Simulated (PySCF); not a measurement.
Molfile (atoms numbered from 1):
```
C7H8OSi
     RDKit          3D

 17 17  0  0  0  0  0  0  0  0999 V2000
    3.7880    0.6726    0.2802 C   0  0  0  0  0  0  0  0  0  0  0  0
    2.6218    0.4053    0.1715 C   0  0  0  0  0  0  0  0  0  0  0  0
    1.2665    0.0437    0.0541 C   0  0  0  0  0  0  0  0  0  0  0  0
    0.3665    0.8626   -0.5060 C   0  0  0  0  0  0  0  0  0  0  0  0
   -1.0778    0.4870   -0.6598 C   0  0  0  0  0  0  0  0  0  0  0  0
   -1.6553   -0.1354    0.5871 C   0  0  0  0  0  0  0  0  0  0  0  0
   -2.7895    0.2632    1.1445 C   0  0  0  0  0  0  0  0  0  0  0  0
   -0.9556   -1.1622    1.1266 O   0  0  0  0  0  0  0  0  0  0  0  0
    0.5889   -1.5663    0.7746 Si  0  0  0  0  0  4  0  0  0  0  0  0
    4.8032    0.9193    0.3718 H   0  0  0  0  0  0  0  0  0  0  0  0
    0.6570    1.8352   -0.8841 H   0  0  0  0  0  0  0  0  0  0  0  0
   -1.1650   -0.2557   -1.4635 H   0  0  0  0  0  0  0  0  0  0  0  0
   -1.6719    1.3565   -0.9392 H   0  0  0  0  0  0  0  0  0  0  0  0
   -3.1729   -0.2185    2.0254 H   0  0  0  0  0  0  0  0  0  0  0  0
   -3.3622    1.0718    0.7319 H   0  0  0  0  0  0  0  0  0  0  0  0
    1.1514   -1.9402    2.0620 H   0  0  0  0  0  0  0  0  0  0  0  0
    0.6000   -2.6267   -0.2375 H   0  0  0  0  0  0  0  0  0  0  0  0
  1  2  3  0
  2  3  1  0
  3  4  2  0
  4  5  1  0
  5  6  1  0
  6  7  2  0
  6  8  1  0
  8  9  1  0
  9  3  1  0
  1 10  1  0
  4 11  1  0
  5 12  1  0
  5 13  1  0
  7 14  1  0
  7 15  1  0
  9 16  1  0
  9 17  1  0
M  END
```

Calculated, not measured (PySCF 2.14.0 with density-fitted response routines): PBE0/pcSseg-1 with gauge-including orbitals, coordinates at the GFN2-xTB level. Fast rotation and ring inversion assumed for equivalent nuclei, no relativistic terms, one computed conformer, no solvent.

Problem. Predict the 2D correlation tables (HSQC, COSY, HMBC).

Solution. 

HSQC (one-bond C–H):
```csv
δH,δC
7.55 (H11),163.2 (C4)
4.61 (H14),97.0 (C7)
4.37 (H15),97.0 (C7)
3.06 (H12/H13),38.2 (C5)
2.98 (H10),92.1 (C1)
```

COSY cross peaks (H two or three bonds apart, from the bond graph; peaks can be absent where the dihedral angle is near 90°):
```csv
δH,δH
7.55 (H11),3.06 (H12/H13)
4.61 (H14),4.37 (H15)
```

HMBC (two and three bonds, from the bond graph):
```csv
δH,δC
7.55 (H11),"159.3 (C6), 125.5 (C3), 85.8 (C2), 38.2 (C5)"
5.26 (H16/H17),"163.2 (C4), 159.3 (C6), 125.5 (C3), 85.8 (C2)"
4.61 (H14),"159.3 (C6), 38.2 (C5)"
4.37 (H15),"159.3 (C6), 38.2 (C5)"
3.06 (H12/H13),"163.2 (C4), 159.3 (C6), 125.5 (C3), 97.0 (C7)"
2.98 (H10),"125.5 (C3), 85.8 (C2)"
```

Chemical shifts δ = σref − σ; TMS for ¹H (σ = 31.72 ppm) and ¹³C (σ = 186.93 ppm), all at this level.

Short H···H contacts in this conformer between protons four or more bonds apart (candidates for NOE cross peaks, intensity ∝ r⁻⁶): H13···H15 2.39 Å.

Shifts are as computed. Against solution values, carbons near 30 ppm lie about +3 ppm off and those near 130 ppm about +5 ppm. Of 1211 compounds with measured shifts, 218 miss one by over three times the rms of a fit or turn the order of signals round; such compounds aren't used in these exercises.
